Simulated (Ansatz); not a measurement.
Reaction (formal hydrolysis of a C–F bond): `FCN[SiH3]` + H₂O → `OCN[SiH3]` + H–F

Gas-phase electronic energies from Ansatz, PBE0-D4/def2-TZVP geometries. CCSD(T)/CBS is the MP2 limit (def2-TZVPP, def2-QZVPP) plus CCSD(T) − MP2 in def2-TZVPP, frozen cores. This one scheme is used for every species. DFT in def2-TZVPP. B3LYP here is the variant with VWN-RPA as its local correlation; programs differ in this. Each species was taken in one conformer, which may not be the lowest.

```csv
level,ΔE (kJ/mol),difference from CCSD(T)/CBS
PBE-D4,14.2,3.7
r2SCANh-D4,15.4,4.9
BHLYP-D4,15.7,5.2
ωB97X-V,16.0,5.5
PBE-QIDH,9.9,-0.6
revPBE,17.5,7.0
r2SCAN,17.0,6.5
B3LYP,19.1,8.6
MP2/def2-TZVPP,7.6,-2.9
CCSD/CBS(def2),11.2,0.7
CCSD(T)/CBS,10.5,0
```

Largest T1 diagnostic among the species: 0.011.

Leaving LDA and LC-ωPBE aside and taking each functional with its dispersion term where it has one, the values, not all of them listed here, spread over 8.2 kJ/mol, from PBE-QIDH to BLYP-D4. LDA lies −5.6 kJ/mol from PBE without D4. From BLYP to BHLYP (50 % exact exchange), in def2-TZVPP and without D4, ΔE moves by −4.2 kJ/mol. In def2-TZVPP, CCSD(T) changes the Hartree–Fock value by −8.5 kJ/mol (the triples alone add −0.7 kJ/mol) and MP2 by −11.3 kJ/mol.
